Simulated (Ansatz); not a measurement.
Calculated with Ansatz (gas phase, PBE0-D4/def2-TZVP geometries, no zero-point term in ΔE). CBS: MP2 limit from def2 TZ/QZ plus the TZ coupled-cluster correction, frozen cores. This one scheme is used for every species. DFT in def2-TZVPP. B3LYP here is the variant with VWN-RPA as its local correlation; programs differ in this. HSE06 is defined as in plane-wave codes. One conformer a species, not always the lowest.

Reaction (hydrogenolysis of a C–O bond): `OC1C[SiH2]N1` + H₂ → `C1C[SiH2]N1` + H₂O

`OC1C[SiH2]N1`:

Cartesian coordinates in Å:
```
O -1.105 1.672 0.084
C 0.018 0.836 0.230
C -0.395 -0.450 0.981
Si 0.320 -1.391 -0.479
N 0.493 0.238 -1.008
H -0.849 2.442 -0.432
H 0.814 1.389 0.749
H 0.085 -0.569 1.951
H -1.477 -0.491 1.104
H -0.551 -2.276 -1.301
H 1.581 -2.149 -0.225
H 1.066 0.750 -1.654
```

H₂:

Z-matrix (Å, degrees):
```
H
H 1 0.746
```

`C1C[SiH2]N1`:

```xyz
11

C     0.810   -0.748    0.015
C     0.190    0.233    1.047
Si   -0.965    0.763   -0.342
N    -0.140   -0.546   -1.082
H     1.836   -0.460   -0.245
H     0.832   -1.785    0.371
H     0.888    0.974    1.433
H    -0.288   -0.273    1.886
H    -0.754    2.130   -0.910
H    -2.439    0.613   -0.168
H     0.031   -0.902   -2.005
```

H₂O:

Cartesian coordinates in Å:
```
O 0.323 0.007 -0.216
H -0.417 0.617 -0.252
H 0.094 -0.624 0.468
```

| level | ΔE (kJ/mol) | difference from CCSD(T)/CBS |
| --- | --- | --- |
| LDA (SPW92) | -50.8 | 18.7 |
| PBE-D4 | -58.7 | 10.8 |
| revPBE-D4 | -56.3 | 13.2 |
| BLYP-D4 | -57.5 | 12.0 |
| r2SCAN-D4 | -58.2 | 11.3 |
| B97M-V | -63.6 | 5.9 |
| PBE0-D4 | -65.1 | 4.4 |
| B3LYP-D4 | -63.1 | 6.4 |
| r2SCANh-D4 | -60.7 | 8.8 |
| r2SCAN0-D4 | -64.0 | 5.5 |
| HSE06-D4 | -65.2 | 4.3 |
| CAM-B3LYP-D4 | -62.6 | 6.9 |
| ωB97X-V | -61.0 | 8.5 |
| ωB97M-V | -62.7 | 6.8 |
| PBE-QIDH | -68.8 | 0.7 |
| PBE | -62.1 | 7.4 |
| revPBE | -66.4 | 3.1 |
| BLYP | -64.8 | 4.7 |
| r2SCAN | -59.1 | 10.4 |
| PBE0 | -68.0 | 1.5 |
| B3LYP | -68.5 | 1.0 |
| r2SCANh | -61.6 | 7.9 |
| r2SCAN0 | -65.1 | 4.4 |
| HSE06 | -67.9 | 1.6 |
| BHLYP | -71.9 | -2.4 |
| CAM-B3LYP | -65.6 | 3.9 |
| RPA@PBE/def2-TZVPP | -63.8 | 5.7 |
| HF/def2-SVP | -68.7 | 0.8 |
| MP2/def2-SVP | -53.8 | 15.7 |
| CCSD/def2-SVP | -57.6 | 11.9 |
| CCSD(T)/def2-SVP | -53.2 | 16.3 |
| HF/def2-TZVPP | -77.9 | -8.4 |
| MP2/def2-TZVPP | -67.4 | 2.1 |
| SCS-MP2/def2-TZVPP | -68.4 | 1.1 |
| CCSD/def2-TZVPP | -70.8 | -1.3 |
| CCSD(T)/def2-TZVPP | -66.4 | 3.1 |
| HF/def2-QZVPP | -78.7 | -9.2 |
| HF/CBS(def2) | -78.8 | -9.3 |
| MP2/CBS(def2) | -70.4 | -0.9 |
| CCSD/CBS(def2) | -73.9 | -4.4 |
| CCSD(T)/CBS | -69.5 | 0 |

Largest T1 diagnostic among the species: 0.011.

Leaving LDA and LC-ωPBE aside and taking each functional with its dispersion term where it has one, the values spread over 12.5 kJ/mol, from PBE-QIDH to revPBE-D4. LDA lies +11.3 kJ/mol from PBE without D4. From r2SCAN to r2SCAN0 (25 % exact exchange), in def2-TZVPP and without D4, ΔE moves by −6.0 kJ/mol.

CCSD(T)/CBS has its own doubt, a few kJ/mol and more with outer-core shells, so smaller differences from it don't rank the levels.
